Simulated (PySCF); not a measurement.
## Working out the ionisation energy of V⁺

V⁺ [Ar] 3d4 (5D) → V²⁺ [Ar] 3d3 (4F). Computed with PySCF 2.14 in x2c-TZVPall, with scalar relativity by spin-free X2C-1e. Frozen: [Ar]. Energies in hartree (1 hartree = 27.21139 eV):

```csv
part,V⁺ (lower),V²⁺ (upper)
UHF,-947.906069,-947.420720
MP2 opposite-spin,0.000000,0.000000
MP2 same-spin,-0.037690,-0.013901
```

What does Hartree-Fock give?

(-947.420720) − (-947.906069) = 0.485349 hartree = 13.207 eV.

What do MP2 and SCS-MP2 (6/5 opposite-spin, 1/3 same-spin) give?

The opposite-spin parts differ by 0.000 eV and the same-spin parts by 0.647 eV. MP2: 13.207 + (0.000) + (0.647) = 13.854 eV. SCS-MP2: 13.207 + 1.2 × (0.000) + (0.647)/3 = 13.423 eV.

Reference: 14.634 ± 0.007 eV (measured; NIST Atomic Spectra Database, ionization energies), between the lowest levels; spin-orbit coupling is absent from the calculation.

What remains against the reference includes basis incompleteness, the frozen core and correlation beyond second order.
